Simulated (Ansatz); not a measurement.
`[CH3][V](=[O])([Cl])[Cl]` + H–F → `[CH3][V](=[O])([F])[Cl]` + HCl at 298.15 K and 1 bar (ligand exchange at a V–Cl bond).

Program: Ansatz. Geometries: PBE0-D4/def2-TZVP. ΔE: electronic, gas phase. CCSD(T)/CBS adds triple-zeta CCSD(T) − MP2 to the extrapolated MP2 energy (def2 sets, frozen cores). This one scheme is used for every species. For V outer-core shells are correlated without core-valence functions, which leaves a few kJ/mol of doubt a bond. Scalar relativity is left out up to krypton.

| species | CCSD(T)/CBS energy (Eh) | H − E (kJ/mol) | S (J/(mol·K)) |
| --- | --- | --- | --- |
| `[CH3][V](=[O])([Cl])[Cl]` | -1978.17138 | 131.6 | 361.8 |
| H–F | -100.39570 | 33.5 | 173.6 |
| `[CH3][V](=[O])([F])[Cl]` | -1618.18468 | 133.4 | 350.1 |
| HCl | -460.38127 | 26.6 | 186.8 |

H − E and S are ideal-gas, rigid-rotor, harmonic terms from PBE0-D4/def2-TZVP, for one conformer and one mirror image of each species. 1 Eh = 2625.50 kJ/mol, R = 8.31446 J/(mol·K).

Problem. By hand: ΔE, ΔH, ΔS and ΔG.

Solution. ΔE = (-1618.18468) + (-460.38127) − (-1978.17138) − (-100.39570) = 0.00113 Eh = 3.0 kJ/mol. Δ(H − E) = 133.4 + 26.6 − 131.6 − 33.5 = -5.1, so ΔH = -2.1 kJ/mol. ΔS = 350.1 + 186.8 − 361.8 − 173.6 = 1.5 J/(mol·K). ΔG = -2.1 − 298.15 × (1.5)/1000 = -2.5 kJ/mol.

Problem. By hand: the equilibrium constant, and the temperature at which ΔG would vanish if ΔH and ΔS stayed fixed.

Solution. log₁₀ K = −ΔG/(RT ln 10) = 0.4. ΔH and −TΔS have one sign here, so there is no such temperature.

The number of gas molecules stays the same, so ΔS is small and ΔH decides. The sign of ΔG lies within the doubt. A doubt of 5 kJ/mol in ΔE shifts log₁₀ K by 0.9 here. Other conformers and mirror images would add mixing entropy, several J/(mol·K) or more a flexible species. These are equilibria of isolated gas molecules and say nothing of rates. Largest T1 diagnostic: 0.031 (customary marks: 0.02 for closed shells, 0.045 for open ones).

ΔS is within the doubt of such terms, so its sign, and with it that verdict, could turn.
